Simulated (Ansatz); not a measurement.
Consider the ligand exchange at a B–C bond: `N#CBF` + H–F → `FBF` + `C#N`.

Calculated with Ansatz (gas phase, PBE0-D4/def2-TZVP geometries, no zero-point term in ΔE). CCSD(T)/CBS is frozen-core, at the limit of the def2 triple- and quadruple-zeta sets. DFT in def2-TZVPP. B3LYP here is the variant with VWN-RPA as its local correlation; programs differ in this.

Task: Is it downhill or uphill in electronic energy at CCSD(T)/CBS, and by how much? (Estimate.)

Result: Ansatz gave: Downhill: ΔE = -120.3 kJ/mol.

Task: What do these levels give: revPBE-D4, r2SCAN0-D4, B3LYP, CCSD/def2-QZVPP, HF/CBS(def2), MP2/cc-pV(D+d)Z? (Best estimate.)

Result: Ansatz gave: revPBE-D4 -111.8, r2SCAN0-D4 -125.0, B3LYP -125.0, CCSD/def2-QZVPP -123.5, HF/CBS(def2) -135.1, MP2/cc-pV(D+d)Z -124.2 kJ/mol.

Largest T1 diagnostic among the species: 0.015.

In def2-TZVPP, CCSD(T) changes the Hartree–Fock value by +12.6 kJ/mol (the triples alone add +1.9 kJ/mol) and MP2 by +14.8 kJ/mol. From BLYP to BHLYP (50 % exact exchange), in def2-TZVPP and without D4, ΔE moves by −6.0 kJ/mol.
